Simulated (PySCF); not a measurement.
Excitations are Tamm–Dancoff values on a coarser integration grid. The basis has no diffuse functions, so Rydberg states are missing or too high.

Cartesian coordinates (Å):
SMILES: C[O][Ge]([OH])([OH])[OH]
```xyz
12

C      1.9347     0.0617     0.0720
O      0.7416     0.6785     0.4944
Ge    -0.8230     0.0249     0.0464
O     -1.2915     0.2300    -1.6348
O     -0.7449    -1.7080     0.3155
O     -1.9888     0.9006     1.0220
H      1.9109    -1.0318     0.2174
H      2.7639     0.4734     0.6673
H      2.1441     0.2657    -0.9934
H     -1.7025     1.0879    -1.7906
H     -1.3465    -2.1864    -0.2661
H     -1.5980     1.2034     1.8499
```
Charge 0, spin multiplicity 1.

Q: What S1 oscillator strength, S1 excitation (TDA) and dipole moment does PBE0-D3(BJ)/def2-TZVP // PBE0-D3(BJ)/def2-SVP (PySCF) give?

A: 
```json
{
 "S1 oscillator strength": "0.007",
 "S1 excitation (TDA)": "6.75 eV",
 "dipole_moment": "0.54 D"
}
```
